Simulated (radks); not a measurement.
Problem. These are the eigenvalues of the occupied orbitals of an atom or ion with whole-number occupations (eV). All-electron calculation, scalar-relativistic Kohn-Sham, r2SCAN, spin-unpolarised, spherical densities, finite nucleus; meta-GGA in the generalised Kohn-Sham scheme; Fermi nuclear charge, rms radius of each element as measured or else 0.836 A^(1/3) + 0.57 fm. Program: a radial shooting solver on a logarithmic mesh with Libxc functionals.

1s: -10268.11
2s: -1282.203
2p: -1115.308
3s: -161.1592
3p: -110.1870
3d: -27.9996
4s: -16.6139

Which element is it, and in what charge state? The configuration may be excited.

Solution. Z = 31, gallium, charge +1: Ga+ in [Ar] 3d10 4s2. The list shows which subshells hold electrons but not how many an open one holds; the 1s level, -377.35 hartree, gives Z - s = 27.5 by -(Z - s)^2/2, which with screening and relativity narrows Z to a few neighbours, and the depths of the outer levels then fix element, charge and occupations together.
